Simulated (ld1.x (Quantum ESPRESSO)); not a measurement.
What one change does to a pseudopotential (W (Z = 74), TM)

```
Element                 : W (Z = 74)
Generator               : ld1.x (Quantum ESPRESSO) 7.5
Type                    : norm-conserving Troullier–Martins (Kleinman–Bylander form)
Functional              : PBE
Relativity              : scalar-relativistic
Frozen core             : [Kr] 4d10 4f14
Valence charge          : 14
Reference configuration : 5s2 5p6 5d4 6s0 6p0 (charge +2)
Partial waves           : 5p (bound): rc 1.60 bohr; 5d (bound): rc 1.70 bohr; 5s (bound): rc 1.45 bohr
Local potential         : the s channel
Core correction         : Bessel-smoothed model core inside 0.80 bohr
```

Change: wave 5s (bound): rc 1.45 bohr becomes 5s (bound): rc 2.02 bohr.

Cutoffs: the cutoffs (Ry, on a coarse ladder) from which the occupation-weighted sum of valence levels, in a spherical-Bessel basis at the reference potential, stays within 10 and 1 mRy of its value at 400 Ry; they do not see the model core or the augmentation charge, which bear on the density cutoff. Errors are all-electron minus pseudo energies relative to the spin-unpolarised reference configuration.

Question: What does the change do?

Answer: The potential gets softer (80 Ry and 120 Ry → 50 Ry and 90 Ry); of the 7 tests that both files solve, the error grows in 7 and shrinks in 0 by more than 15 % and 0.3 meV (median size 697.0 → 4616.7 meV); neither file shows a bound ghost at the reference potential, the only one tested. A larger radius leaves more room for a smooth pseudo-wave, so fewer plane waves are needed. More of the atom is replaced by a form fitted at one configuration, so other configurations suffer.

```tsv
quantity	base	changed
cutoff, loose	80 Ry	50 Ry
cutoff, tight	120 Ry	90 Ry
loose cutoff by channel (10 mRy a level)	p 40 Ry, d 25 Ry, s 70 Ry	p 40 Ry, d 25 Ry, s 21 Ry
bound ghosts	none	none
error for 5s2 5p6 5d4 6s2 6p0, meV [ΔE -24.56 eV]	+1133	+7692
error for 5s2 5p6 5d4 6s1 6p0, meV [ΔE -15.68 eV]	+697	+4617
error for 5s2 5p6 5d3 6s0 6p0, meV [ΔE 25.38 eV]	-15	-21
error for 5s1 5p6 5d4 6s2 6p0, meV [ΔE 60.86 eV]	+1683	+11266
error for 5s2 5p6 5d2 6s0 6p0, meV [ΔE 62.59 eV]	-73	-111
error for 5s2 5p6 5d4 6s0 6p1, meV [ΔE -10.23 eV]	+62	-390
error for 5s2 5p5 5d4 6s2 6p0, meV [ΔE 24.38 eV]	+1686	+10761
```

Changed file: These tests converged, but a pseudo level misses the all-electron one widely, so the file describes the atom poorly there or has found another state: 5s2 5p6 5d4 6s2 6p0: 6s by 2.5 eV; 5s2 5p6 5d4 6s1 6p0: 6s by 3.7 eV; 5s2 5p6 5d3 6s0 6p0: empty 6s by 7.0 eV; 5s1 5p6 5d4 6s2 6p0: 6s by 4.0 eV; 5s2 5p6 5d2 6s0 6p0: empty 6s by 8.7 eV; 5s2 5p6 5d4 6s0 6p1: empty 6s by 3.9 eV; 5s2 5p5 5d4 6s2 6p0: 6s by 3.6 eV.
